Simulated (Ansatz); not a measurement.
Isolated molecules relaxed with PBE0-D4/def2-TZVP in Ansatz; ΔE leaves out vibrations. CBS: MP2 limit from def2 TZ/QZ plus the TZ coupled-cluster correction, frozen cores. This one scheme is used for every species. Functionals use def2-TZVPP. B3LYP here is the variant with VWN-RPA as its local correlation; programs differ in this. HSE06 is defined as in plane-wave codes. def2 core potentials past Kr. For Sb outer-core shells are correlated without core-valence functions, which leaves a few kJ/mol of doubt a bond. Each species was taken in one conformer, which may not be the lowest.

Reaction (ligand exchange at the Sb–O bond): `C[O][Sb]([F])[SiH3]` + HCl → `[F][Sb]([SiH3])[Cl]` + CH₃OH

`C[O][Sb]([F])[SiH3]`:

Z-matrix (Å, degrees):
```
C
O 1 1.411
H 1 1.093 2 108.1
H 1 1.098 2 112.7 3 119.3
H 1 1.095 2 111.0 3 -118.9
Sb 2 1.952 1 119.7 3 -157.2
Si 6 2.601 2 88.9 1 -176.4
F 6 1.929 2 97.3 1 -83.7
H 7 1.483 6 108.6 2 48.3
H 7 1.487 6 109.4 2 168.8
H 7 1.488 6 109.1 2 -72.2
```

HCl:

Cartesian coordinates in Å:
```
Cl 0.086 -0.625 -0.103
H -0.086 0.625 0.103
```

`[F][Sb]([SiH3])[Cl]`:

```xyz
7

F    -0.208   -0.658   -2.356
Sb    0.807    0.643   -1.376
Si    0.160   -0.419    0.912
Cl   -0.894    2.250   -1.177
H    -1.300   -0.680    0.897
H     0.515    0.546    1.986
H     0.920   -1.681    1.113
```

CH₃OH:

Z-matrix (Å, degrees):
```
C
O 1 1.409
H 1 1.097 2 112.4
H 1 1.090 2 107.0 3 -118.5
H 1 1.097 2 112.4 3 123.0
H 2 0.959 1 108.5 3 -61.6
```

```tsv
level	ΔE (kJ/mol)	difference from CCSD(T)/CBS
LDA (SPW92)	-52.4	-0.6
PBE-D4	-56.1	-4.3
revPBE-D4	-54.4	-2.6
BLYP-D4	-51.0	0.8
r2SCAN-D4	-55.2	-3.4
B97M-V	-53.0	-1.2
PBE0-D4	-60.9	-9.1
B3LYP-D4	-55.5	-3.7
r2SCANh-D4	-57.4	-5.6
r2SCAN0-D4	-60.3	-8.5
BHLYP-D4	-60.0	-8.2
CAM-B3LYP-D4	-51.6	0.2
ωB97X-V	-52.8	-1.0
ωB97M-V	-55.5	-3.7
B2PLYP	-52.7	-0.9
PBE-QIDH	-57.2	-5.4
PBE	-58.0	-6.2
revPBE	-60.0	-8.2
BLYP	-54.8	-3.0
r2SCAN	-56.1	-4.3
PBE0	-62.6	-10.8
B3LYP	-58.2	-6.4
r2SCANh	-58.2	-6.4
r2SCAN0	-61.2	-9.4
HSE06	-63.0	-11.2
BHLYP	-61.2	-9.4
LC-ωPBE	-54.0	-2.2
HF/def2-SVP	-71.5	-19.7
MP2/def2-SVP	-47.0	4.8
HF/def2-TZVPP	-65.3	-13.5
MP2/def2-TZVPP	-47.6	4.2
SCS-MP2/def2-TZVPP	-47.2	4.6
CCSD/def2-TZVPP	-48.6	3.2
CCSD(T)/def2-TZVPP	-46.1	5.7
HF/def2-QZVPP	-64.9	-13.1
MP2/def2-QZVPP	-50.8	1.0
SCS-MP2/def2-QZVPP	-50.3	1.5
HF/CBS(def2)	-64.9	-13.1
MP2/CBS(def2)	-53.4	-1.6
CCSD/CBS(def2)	-54.4	-2.6
CCSD(T)/CBS	-51.8	0
```

Largest T1 diagnostic among the species: 0.015.

Leaving LDA and LC-ωPBE aside and taking each functional with its dispersion term where it has one, the values, not all of them listed here, spread over 10.4 kJ/mol, from HSE06-D4 to BLYP-D4. LDA lies +5.6 kJ/mol from PBE without D4. In def2-TZVPP, CCSD(T) changes the Hartree–Fock value by +19.2 kJ/mol (the triples alone add +2.6 kJ/mol) and MP2 by +17.7 kJ/mol. From r2SCAN to r2SCAN0 (25 % exact exchange), in def2-TZVPP and without D4, ΔE moves by −5.1 kJ/mol.

CCSD(T)/CBS has its own doubt, a few kJ/mol and more with outer-core shells, so smaller differences from it don't rank the levels.
